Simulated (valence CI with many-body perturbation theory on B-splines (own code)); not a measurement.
## E1 line list for Sn37+

Calculated by configuration interaction combined with many-body perturbation theory (CI+MBPT): three valence electrons over a frozen Dirac-Fock core [Ne], a basis of 11 s, 11 p, 10 d, 8 f, 5 g, 2 h functions for each j, with the one-electron correlation potential Σ1 (screened to all orders), the two-electron term Σ2, the three-electron term Σ3, Breit, model QED; selected single and double excitations, second order for the rest, scaled by the run's own slope (own B-spline code, finite nucleus).

The last digits are not significant, and no measured levels were compared; by estimate large intervals hold to a few tenths of a per cent, small ones and those within an open d or f shell to about a per cent.

Lines 51 to 100 of 573 in falling wavelength, among levels below 1234.9 eV, chosen from the strongest by gf and those to the six lowest levels. Wavelengths and rates use the calculated energies. Electric multipoles are in the length gauge, E1 and E2 with the static RPA response of the core. Weak lines are less certain than strong ones. Lines between different terms over intervals too small for the method are left out, as are lines whose strength nearly cancels. The highest levels of a list are the least certain.

Levels are named by their leading jj configuration (3d3/2^4 stands for four electrons in 3d with j = 3/2), which in mixed levels can hold well under half, so a name can repeat and another be missing. Letters in brackets count levels of one name in rising energy.

```csv
λ vac (Å),Upper,Lower,A (s⁻¹),S (a.u.) with core polarisation,S without
112.7,(3d3/2 3d5/2^2) J=9/2,(3p3/2 3d5/2^2) J=7/2,5.76e+09,4.07e-02,4.15e-02
111.5,(3p1/2 3p3/2 3d5/2) J=9/2,(3s 3p3/2 3d5/2) J=9/2,2.06e+10,1.41e-01,1.44e-01
110.4,(3s 3p1/2 3d3/2) J=5/2,(3s 3p1/2 3p3/2) J=3/2 [b],3.45e+08,1.37e-03,1.40e-03
108.8,(3p1/2^2 3d3/2) J=3/2,(3s 3p1/2 3d3/2) J=3/2 [a],1.53e+10,3.90e-02,3.99e-02
108.4,(3p1/2 3p3/2 3d5/2) J=3/2 [a],(3s 3p3/2 3d3/2) J=5/2 [a],1.46e+10,3.66e-02,3.74e-02
107.2,(3s 3d3/2 3d5/2) J=7/2 [b],(3s 3p3/2 3d5/2) J=5/2 [b],1.14e+10,5.54e-02,5.65e-02
106.3,(3p1/2^2 3p3/2) J=3/2,(3s 3p1/2 3p3/2) J=3/2 [a],8.92e+09,2.12e-02,2.16e-02
105.8,(3d3/2 3d5/2^2) J=7/2 [a],(3p3/2 3d3/2 3d5/2) J=5/2 [d],1.04e+10,4.85e-02,4.95e-02
102.9,(3s 3p1/2 3d3/2) J=3/2 [a],(3s 3p1/2 3p3/2) J=5/2,5.57e+09,1.20e-02,1.22e-02
100.8,(3d3/2 3d5/2^2) J=7/2 [b],(3p3/2 3d5/2^2) J=5/2 [b],2.67e+10,1.08e-01,1.10e-01
99.97,(3d5/2^3) J=9/2,(3p3/2 3d5/2^2) J=7/2,8.37e+10,4.13e-01,4.21e-01
99.56,(3d3/2 3d5/2^2) J=7/2 [a],(3p3/2 3d3/2 3d5/2) J=5/2 [c],2.29e+10,8.92e-02,9.09e-02
99.07,(3d3/2^2 3d5/2) J=9/2,(3p3/2 3d3/2 3d5/2) J=7/2 [d],6.13e+09,2.94e-02,3.00e-02
98.06,(3s 3p1/2 3d3/2) J=5/2,(3s 3p1/2 3p3/2) J=5/2,2.43e+09,6.78e-03,6.92e-03
97.84,(3s 3p1/2 3d5/2) J=5/2 [a],(3s 3p1/2 3p3/2) J=3/2 [b],8.20e+07,2.27e-04,2.30e-04
97.01,(3d5/2^3) J=3/2,(3p3/2 3d5/2^2) J=5/2 [b],2.23e+10,4.01e-02,4.09e-02
96.56,(3d3/2 3d5/2^2) J=9/2,(3p3/2 3d3/2 3d5/2) J=7/2 [e],3.48e+10,1.55e-01,1.58e-01
96.30,(3s 3p1/2 3d3/2) J=3/2 [b],(3s 3p1/2 3p3/2) J=3/2 [b],5.71e+09,1.01e-02,1.03e-02
96.20,(3d3/2 3d5/2^2) J=11/2,(3p3/2 3d3/2 3d5/2) J=9/2 [b],1.08e+11,5.67e-01,5.78e-01
95.62,(3d3/2 3d5/2^2) J=3/2 [b],(3p3/2 3d5/2^2) J=3/2 [b],4.00e+10,6.91e-02,7.05e-02
95.42,(3p3/2 3d3/2 3d5/2) J=7/2 [e],(3p3/2^2 3d5/2) J=5/2 [a],2.38e+10,8.16e-02,8.32e-02
95.39,(3p3/2 3d5/2^2) J=3/2 [a],(3p3/2^2 3d5/2) J=3/2 [b],1.69e+10,2.90e-02,2.96e-02
95.07,(3d5/2^3) J=3/2,(3p3/2 3d5/2^2) J=3/2 [a],3.48e+10,5.91e-02,6.03e-02
95.04,(3d3/2^3) J=3/2,(3p3/2 3d3/2^2) J=1/2,1.95e+10,3.31e-02,3.38e-02
94.85,(3d3/2 3d5/2^2) J=5/2 [c],(3p3/2 3d3/2 3d5/2) J=3/2 [d],7.51e+10,1.90e-01,1.93e-01
94.67,(3d3/2^2 3d5/2) J=5/2,(3p3/2 3d3/2 3d5/2) J=3/2 [a],1.23e+10,3.09e-02,3.15e-02
94.08,(3d5/2^3) J=5/2,(3p3/2 3d5/2^2) J=3/2 [b],7.45e+10,1.84e-01,1.87e-01
93.98,(3d3/2 3d5/2^2) J=5/2 [c],(3p3/2 3d3/2 3d5/2) J=5/2 [d],1.25e+10,3.07e-02,3.13e-02
93.65,(3s 3p1/2 3p3/2) J=3/2 [a],(3s^2 3p1/2) J=1/2,2.75e+08,4.46e-04,4.56e-04
93.52,(3p3/2 3d5/2^2) J=5/2 [b],(3p3/2^2 3d5/2) J=3/2 [b],6.90e+10,1.67e-01,1.71e-01
93.40,(3p3/2 3d3/2 3d5/2) J=5/2 [b],(3s 3d5/2^2) J=3/2,1.70e+10,4.10e-02,4.18e-02
93.25,(3p3/2 3d5/2^2) J=9/2,(3p3/2^2 3d3/2) J=7/2,6.39e+10,2.56e-01,2.61e-01
93.24,(3d3/2 3d5/2^2) J=7/2 [b],(3p3/2 3d3/2 3d5/2) J=5/2 [d],2.48e+10,7.92e-02,8.08e-02
93.14,(3p1/2 3d3/2 3d5/2) J=7/2 [b],(3p1/2 3p3/2 3d5/2) J=5/2 [c],8.49e+10,2.71e-01,2.76e-01
93.10,(3p1/2 3d3/2 3d5/2) J=9/2,(3p1/2 3p3/2 3d5/2) J=9/2,2.16e+10,8.62e-02,8.79e-02
92.90,(3p3/2 3d3/2 3d5/2) J=9/2 [b],(3s 3d5/2^2) J=7/2,1.31e+11,5.18e-01,5.28e-01
92.70,(3p1/2 3d5/2^2) J=3/2,(3p1/2 3p3/2 3d5/2) J=1/2,2.40e+10,3.77e-02,3.84e-02
92.62,(3d3/2^2 3d5/2) J=9/2,(3p3/2 3d3/2 3d5/2) J=7/2 [c],1.35e+10,5.31e-02,5.42e-02
92.53,(3p3/2 3d3/2 3d5/2) J=11/2,(3p3/2^2 3d5/2) J=9/2,1.14e+11,5.36e-01,5.47e-01
92.52,(3d3/2 3d5/2^2) J=7/2 [a],(3p3/2 3d3/2 3d5/2) J=7/2 [d],1.43e+10,4.48e-02,4.57e-02
92.48,(3p3/2 3d3/2 3d5/2) J=9/2 [a],(3s 3d5/2^2) J=9/2,1.21e+10,4.73e-02,4.82e-02
92.22,(3p1/2 3p3/2^2) J=3/2 [a],(3s 3p1/2 3p3/2) J=3/2 [b],1.95e+08,3.01e-04,3.06e-04
92.12,(3d3/2 3d5/2^2) J=9/2,(3p3/2 3d3/2 3d5/2) J=7/2 [d],4.74e+10,1.83e-01,1.86e-01
91.95,(3p3/2 3d5/2^2) J=7/2,(3p3/2^2 3d5/2) J=5/2 [b],1.71e+11,5.25e-01,5.36e-01
91.91,(3p3/2 3d3/2 3d5/2) J=7/2 [d],(3p3/2^2 3d5/2) J=9/2,2.23e+10,6.84e-02,6.98e-02
91.84,(3p3/2 3d3/2 3d5/2) J=5/2 [b],(3s 3d5/2^2) J=5/2,3.63e+10,8.33e-02,8.51e-02
91.65,(3s 3d5/2^2) J=9/2,(3s 3p3/2 3d5/2) J=7/2 [a],2.91e+10,1.11e-01,1.13e-01
91.48,(3p3/2 3d5/2^2) J=3/2 [a],(3s 3d5/2^2) J=1/2,2.81e+10,4.24e-02,4.33e-02
91.32,(3d3/2 3d5/2^2) J=3/2 [a],(3p3/2 3d3/2 3d5/2) J=3/2 [c],2.38e+10,3.57e-02,3.64e-02
91.02,(3s 3p1/2 3d3/2) J=5/2,(3s 3p1/2 3p3/2) J=3/2 [a],5.14e+08,1.15e-03,1.17e-03
```
